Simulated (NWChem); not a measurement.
H3O (+1) in NWChem

```xyz
4

O      0.0000     0.0774     0.0000
H     -0.4720    -0.2067     0.8177
H     -0.4720    -0.2067    -0.8177
H      0.9443    -0.2062     0.0000
```
Charge +1, spin multiplicity 1.

Everything below was run with NWChem. Structure: optimised with B3LYP/def2-SVP, a minimum by its harmonic frequencies.

Symmetry labels belong to the abelian group Cs used in the runs, with the axes of the coordinates shown; states degenerate in a higher group split over its labels.

B3LYP has NWChem's definition, with VWN1-RPA local correlation. The structure started from a generated list of species.

List the lowest 3 singlet excitations that TD-B3LYP/aug-cc-pVDZ, VWN1-RPA local correlation gives, with oscillator strengths.


```csv
state,symmetry,energy (eV),wavelength (nm),f
1,a',11.12,111,0.043
2,a",13.44,92,0.013
3,a',13.44,92,0.013
```
